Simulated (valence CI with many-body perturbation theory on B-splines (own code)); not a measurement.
**Pb LI: fill in the table**

Computed by configuration interaction combined with many-body perturbation theory (CI+MBPT): four valence electrons over a frozen Dirac-Fock core [Ar] 3d10, a basis of 11 s, 11 p, 10 d, 8 f, 5 g, 2 h functions for each j, with the one-electron correlation potential Σ1, the two-electron term Σ2, the three-electron term Σ3, Breit, model QED; selected CI, second order for the rest, scaled by the run's own slope (own B-spline code, finite nucleus).

No measured spectrum was set against this ion. As an estimate, large intervals hold to a few tenths of a per cent, small ones and those within an open d or f shell to about a per cent. Among the levels kept, up to 400 cm⁻¹ of a level comes from second order outside the variational space, and about a tenth of that is noise between levels of different J, which matters for small intervals.

| Level | E (Ry) |
| --- | --- |
| (4s^2 4p1/2^2) J=0 | 0.000 |
| (4s^2 4p1/2 4p3/2) J=1 | ? |
| (4s^2 4p1/2 4p3/2) J=2 | 12.253 |
| (4s 4p1/2^2 4p3/2) J=2 | 20.519 |
| (4s 4p1/2^2 4p3/2) J=1 | ? |
| (4s^2 4p3/2^2) J=2 | 24.419 |
| (4s^2 4p3/2^2) J=0 | 25.206 |
| (4s^2 4p1/2 4d3/2) J=2 | ? |
| (4s^2 4p1/2 4d3/2) J=1 | 26.828 |
| (4s^2 4p1/2 4d5/2) J=2 | 28.572 |
| (4s^2 4p1/2 4d5/2) J=3 | ? |
| (4s 4p1/2 4p3/2^2) J=2 [a] | ? |
| (4s 4p1/2 4p3/2^2) J=3 | 32.885 |
| (4s 4p1/2 4p3/2^2) J=0 | ? |
| (4s 4p1/2^2 4d3/2) J=1 | 33.966 |
| (4s 4p1/2 4p3/2^2) J=1 [a] | 33.984 |
| (4s 4p1/2 4p3/2^2) J=2 [b] | 34.142 |
| (4s 4p1/2 4p3/2^2) J=1 [b] | 34.267 |
| (4s 4p1/2^2 4d3/2) J=2 | 34.281 |
| (4s 4p1/2^2 4d5/2) J=3 | 37.120 |

Levels are named by their leading jj configuration (3d3/2^4 stands for four electrons in 3d with j = 3/2), which in mixed levels can hold well under half, so a name can repeat and another be missing. Letters in brackets count levels of one name in rising energy.

Task: The levels stand in rising order. What does the calculation give for the missing energies?

Result: (4s^2 4p1/2 4p3/2) J=1 11.888; (4s 4p1/2^2 4p3/2) J=1 21.767; (4s^2 4p1/2 4d3/2) J=2 25.233; (4s^2 4p1/2 4d5/2) J=3 28.657; (4s 4p1/2 4p3/2^2) J=2 [a] 32.161; (4s 4p1/2 4p3/2^2) J=0 33.359.
